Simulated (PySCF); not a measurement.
Gas-phase reaction: SnHCl3 + SnH2 → 2 SnHCl + HCl

Energies from PySCF (xtb for GFN2), thermal terms from the rigid-rotor harmonic-oscillator model, ideal gas at 1 bar. † marks an energy on the PBE0/def2-TZVP geometry and frequencies; other levels use their own. All species are closed-shell singlets. Sn: scalar-relativistic def2 core potential, no spin-orbit coupling. SnHCl3, SnH2, SnHCl: computed as isolated molecules; such fragments, hydroxides, amides, oligomers or adducts are transient or little studied in the gas. The harmonic model lacks anharmonicity and excited electronic states, which grow with temperature; levels with a mode under 35 cm⁻¹ are left out. Soft modes under 120 cm⁻¹ make the harmonic entropy rough for SnHCl3.

```tsv
level	ΔE electronic, kJ	ΔH°(298 K), kJ	ΔS°(298 K), J/K	ΔG°(2000 K), kJ
BLYP/def2-TZVP†	3	2	159	-295
GFN2-xTB	-90	-92	152	-373
PBE/def2-SVP	41	40	158	-254
PBE/def2-TZVP†	33	32	159	-265
PBE0/def2-QZVP†	48	47	159	-250
r2SCAN/def2-TZVP†	58	57	159	-241
ωB97M-V/def2-TZVP†	60	59	159	-239
```
ΔH° is lowest at GFN2-xTB and highest at ωB97M-V/def2-TZVP†. No reference value is set beside these.
